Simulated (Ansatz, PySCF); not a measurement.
C₅H₁₀, SMILES C1CC(C)C1. Atoms are numbered in the order given.

```xyz
15

C      1.9162    -0.1289     0.0000
C      0.4985     0.4152     0.0000
C     -0.5024    -0.0760    -1.0811
C     -1.6118    -0.0896     0.0000
C     -0.5024    -0.0760     1.0811
H      2.4751     0.2049    -0.8902
H      1.9142    -1.2321     0.0000
H      2.4751     0.2049     0.8902
H      0.5231     1.5190     0.0000
H     -0.6517     0.5568    -1.9699
H     -0.2509    -1.0952    -1.4184
H     -2.1941     0.8452     0.0000
H     -2.3156    -0.9358     0.0000
H     -0.2509    -1.0952     1.4184
H     -0.6517     0.5568     1.9699
```

The structure is a stationary point at B3LYP-D3(BJ)/def2-SVP.

Two levels are set side by side: PBE-D3(BJ)/def2-SVP (Ansatz, a first-principles code) and B3LYP-D3(BJ)/def2-SVP (Ansatz). Each level has its own optimised geometry; the coordinates shown are those of the second. Frequencies come from the Hessian of PySCF at each geometry. Differences are taken from unrounded values.

```tsv
quantity	B3LYP-D3(BJ)
mean bond length (Å)	1.250
bond C1–C2 (Å)	1.518
bond C2–C3 (Å)	1.553
bond C2–C5 (Å)	1.553
bond C3–C4 (Å)	1.549
bond C4–C5 (Å)	1.549
bond C1–H6 (Å)	1.103
bond C1–H7 (Å)	1.103
bond C1–H8 (Å)	1.103
bond C2–H9 (Å)	1.104
bond C3–H10 (Å)	1.101
bond C3–H11 (Å)	1.103
bond C4–H12 (Å)	1.101
bond C4–H13 (Å)	1.101
bond C5–H14 (Å)	1.103
bond C5–H15 (Å)	1.101
highest harmonic wavenumber (cm⁻¹)	3115
mean harmonic wavenumber (cm⁻¹)	1554
zero-point energy (kcal/mol)	86.65
```

Question: What does PBE-D3(BJ) give, and how far is it from B3LYP-D3(BJ)? (Estimate from the structure and the level; the computed values follow.)

Answer: 
```
quantity                            PBE-D3(BJ)  PBE-D3(BJ) minus B3LYP-D3(BJ)
----------------------------------  ----------  -----------------------------
mean bond length (Å)                     1.255                          0.006
bond C1–C2 (Å)                           1.520                          0.001
bond C2–C3 (Å)                           1.555                          0.002
bond C2–C5 (Å)                           1.555                          0.002
bond C3–C4 (Å)                           1.550                          0.001
bond C4–C5 (Å)                           1.550                          0.001
bond C1–H6 (Å)                           1.110                          0.007
bond C1–H7 (Å)                           1.111                          0.008
bond C1–H8 (Å)                           1.110                          0.007
bond C2–H9 (Å)                           1.112                          0.008
bond C3–H10 (Å)                          1.109                          0.008
bond C3–H11 (Å)                          1.111                          0.008
bond C4–H12 (Å)                          1.109                          0.008
bond C4–H13 (Å)                          1.108                          0.008
bond C5–H14 (Å)                          1.111                          0.008
bond C5–H15 (Å)                          1.109                          0.008
highest harmonic wavenumber (cm⁻¹)        3057                            -58
mean harmonic wavenumber (cm⁻¹)           1516                            -39
zero-point energy (kcal/mol)             84.50                          -2.15
```

GGA bonds tend to be longer and softer than those of functionals with exact exchange. Differences between two approximate levels are no errors against the true value.
